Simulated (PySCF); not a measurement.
# How the method changes the constants of TaO⁻

State: ³Σ⁻ (triplet), unpaired electrons δ ↑↑. Set-up: basis Ta def2-TZVPPD with ECP60, O def2-TZVPPD; scalar-relativistic core potentials; PySCF 2.14. De refers to Ta (5d3 6s2) + O⁻ in their high-spin ground configurations, without counterpoise correction. The functionals are run spin-unrestricted. A positive dipole points towards O; it is taken about the centre of mass and depends on that origin. Levels whose curve was spin-contaminated or gave no clean fit are not listed.

| Level | Re (Å) | ωe (cm⁻¹) | De (eV) | μ (D) |
| --- | --- | --- | --- | --- |
| ROHF-MP2 | 1.735 | 940 | n/a | n/a |
| ROHF-SCS-MP2 | 1.738 | 934 | n/a | n/a |
| ROHF-CCSD | 1.735 | 945 | n/a | n/a |
| ROHF-CCSD(T) | 1.746 | 918 | n/a | n/a |
| PBE | 1.738 | 919 | n/a | -1.01 |
| PW91 | 1.738 | 920 | n/a | -1.09 |
| BHandHLYP | 1.726 | 961 | n/a | -1.59 |

The bond length runs from 1.726 Å (BHandHLYP) to 1.746 Å (ROHF-CCSD(T)).

Correlated steps freeze 1 core orbital. De is left out where the level can put another filling of the metal’s s and d shells below the measured ground configuration, by anything from nothing to about 1 eV. Spin–orbit coupling is left out, which matters for elements this heavy, above all for dissociation energies. The highest Kohn–Sham level is positive in this anion. Much of that is self-interaction error, but it also means that the finite basis helps to hold the extra electron. The CCSD T1 diagnostic is raised, a sign that a single reference may not be enough here. The state is the lowest single determinant that the PBE0 search found; with open d or f shells the true ground state can be another one.

The whole job (state search and all levels along the bond) took about 25 min on 2 threads of Arm Neoverse V1 (shared host), peak memory 4.8 GiB.
